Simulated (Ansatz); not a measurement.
`C[SiH2][NH][AlH2]` + `CCSSC` → `C[SiH2]SSC` + `CC[NH][AlH2]`  (formal exchange of groups at the Si–N bond)

Gas-phase electronic energies from Ansatz, PBE0-D4/def2-TZVP geometries. CCSD(T)/CBS adds triple-zeta CCSD(T) − MP2 to the extrapolated MP2 energy (def2 sets, frozen cores). DFT in def2-TZVPP. Each species was taken in one conformer, which may not be the lowest.

| species | PBE energy (Eh) |
| --- | --- |
| `C[SiH2][NH][AlH2]` | -629.27792 |
| `CCSSC` | -915.08829 |
| `C[SiH2]SSC` | -1166.40006 |
| `CC[NH][AlH2]` | -377.95651 |

(1) Work out ΔE.

Largest T1 diagnostic among the species: 0.011.

Results:

(1) ΔE = (-1166.40006) + (-377.95651) − (-629.27792) − (-915.08829) = 0.00964 Eh = +0.26 eV. CCSD(T)/CBS gives +0.36 eV.
